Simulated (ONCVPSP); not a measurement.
# Potentials for cobalt (Co) compared

Generated with ld1.x 7.5 (TM, RRKJ, ultrasoft, PAW), atompaw 4.2 or ONCVPSP 4.0.1. The cutoff is in Ry: for ld1.x and atompaw files where the sum of valence levels is converged to 10 mRy in a Bessel basis, for ONCV files where the hardest occupied wave has 1 mHa per electron of residual kinetic energy. The error is the largest all-electron minus pseudo excitation energy over each file’s own four to seven test configurations (ionisations up to +4, promotions, holes and added fractions of an electron), all of which were solved. The labels leave out finer settings (local radius, basis sizes, second energies), which also bear on the numbers. Spin-polarised tests are not counted. The rows are a selection from randomly drawn settings: files with unsolved tests, undetermined cutoffs or missed reference levels are left out.

A true bound ghost makes a file unfit for plane-wave use even where its test errors are small: the radial tests pick states by their node count and pass the ghost by.

| potential | cutoff (Ry) | largest error (meV) | bound ghosts |
| --- | --- | --- | --- |
| ONCV, PBE, scalar-relativistic, rc 1.90/2.05/1.05 (spd), local smoothed, core correction yes, reference 3d7 4s2, qcut 3.3/3.2/13.6, projectors 2/3/2 | 155 | -435 | p |
| ONCV, PBE, scalar-relativistic, rc 1.15/0.85/1.25 (spd), local smoothed, core correction yes, reference 3s2 3p6 3d7 4s1.5, qcut 9/8/12.9, projectors 2/2/2 | 123 | +20 | none |
| ONCV, PW91, scalar-relativistic, rc 1.30/0.75/1.10 (spd), local smoothed, core correction no, reference 3s2 3p6 3d7 4s2, qcut 11.8/12.6/11.7, projectors 2/2/2 | 166 | -85 | none |
| ONCV, PBE, scalar-relativistic, rc 2.90/2.00/1.55 (spd), local smoothed, core correction yes, reference 3d7 4s2, qcut 2.9/4.6/12.2, projectors 2/3/3 | 90 | -367 | p |
| ONCV, PBE, scalar-relativistic, rc 1.20/1.50/1.35 (spd), local smoothed, core correction yes, reference 3s2 3p6 3d7 4s1.5 4p0.5, qcut 8.2/11.5/9.2, projectors 2/2/2 | 105 | +3.0 | none |
| ONCV, PBEsol, fully relativistic, rc 2.55/1.95/1.65 (spd), local smoothed, core correction no, reference 3d7 4s2, qcut 2.7/4.4/11, projectors 2/2/1 | 85 | -67 | p3/2, p1/2 |
| ONCV, PBE, scalar-relativistic, rc 0.95/1.20/1.55 (spd), local smoothed, core correction yes, reference 3s2 3p6 3d7, qcut 13.2/14.6/8.6, projectors 2/2/2 | 135 | +106 | none |

**Question.** Fill in the row for Co: ONCV, PBE, scalar-relativistic, rc 2.25/1.20/1.80 (spd), local smoothed, core correction yes, reference 3p6 3d7 4s1 4p1, qcut 2.5/11.1/8.9, projectors 3/2/2.

**Answer.** cutoff 77 Ry, largest error +4.1 meV, bound ghosts: none.
